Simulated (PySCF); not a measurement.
**Where the electron goes**

C5H10NP.
Cartesian coordinates in Å at the GFN2-xTB level; atoms count from 1:
```xyz
17
C5H10NP angstrom
C      3.0089    0.4296    0.2839
P      1.7408    1.5060    0.1834
N      0.3646    0.5986    0.4758
C     -0.9618    1.1871    0.4287
C     -1.8011    0.1197   -0.2626
C     -1.2289   -1.1587    0.3494
C      0.2655   -0.8503    0.4936
H      2.9290   -0.6230    0.4863
H      3.9985    0.8175    0.1221
H     -1.3353    1.3560    1.4476
H     -0.9403    2.1422   -0.0964
H     -2.8670    0.2359   -0.0803
H     -1.6181    0.1406   -1.3378
H     -1.6731   -1.3282    1.3310
H     -1.4050   -2.0372   -0.2681
H      0.6757   -1.2562    1.4241
H      0.8405   -1.2676   -0.3412
```

The calculation used PySCF, TDDFT B3LYP/def2-SVPD, vertical, gas phase, core orbitals frozen in the response.

Kohn–Sham orbitals with the atoms that hold most of them (Löwdin shares over 4%, at most four atoms; ? is withheld):

```
orbital  ε (eV)                             atoms
 LUMO+2    0.82    C1 19%, P2 17%, H8 12%, H16 9%
 LUMO+1    0.31     C6 14%, C5 12%, C7 10%, C4 9%
   LUMO   -0.84                                 ?
   HOMO   -5.71     C1 33%, N3 29%, P2 14%, H8 5%
 HOMO-1   -7.45                                 ?
 HOMO-2   -7.87     P2 30%, N3 25%, C1 16%, C7 7%
 HOMO-3   -9.39  C5 20%, C6 20%, H13 13%, H14 11%
```

**Question.** Give the leading atoms of the HOMO-1.

**Answer.** P2 (bonded to C and N) 61%; C1 (bonded to P and 2 H) 16%; N3 (bonded to 2 C and P) 10%.

**Question.** Give the leading atoms of the LUMO.

**Answer.** P2 (bonded to C and N) 47%; C1 (bonded to P and 2 H) 30%; N3 (bonded to 2 C and P) 12%.

**Question.** The HOMO–LUMO gap is 4.87 eV. Where does the response calculation put the lowest singlet, and from which orbitals?

**Answer.** S1 is at 4.65 eV (f = 0.180), 0.22 eV below the gap, made of HOMO→LUMO (94%). 

**Question.** Give energy, strength and leading configuration of S1, S2, S4 and S8, and follow the Löwdin shares of the leading atoms from the occupied to the empty orbital.

**Answer.** 
- S1 (4.65 eV, f 0.180), HOMO→LUMO (94%): C1 33% → 30%, N3 29% → 12%, P2 14% → 47%
- S2 (5.22 eV, f 0.023), HOMO→LUMO+1 (96%): C1 33% → at most 10%, N3 29% → at most 10%, C6 at most 5% → 14%, C5 at most 5% → 12%
- S4 (5.72 eV, f 0.030), HOMO-1→LUMO (85%): P2 61% → 47%, C1 16% → 30%
- S8 (6.61 eV, f 0.073), HOMO-2→LUMO (83%): P2 30% → 47%, N3 25% → 12%, C1 16% → 30%

Löwdin shares depend on the basis, the more so with diffuse functions.

One conformer stands for the species.
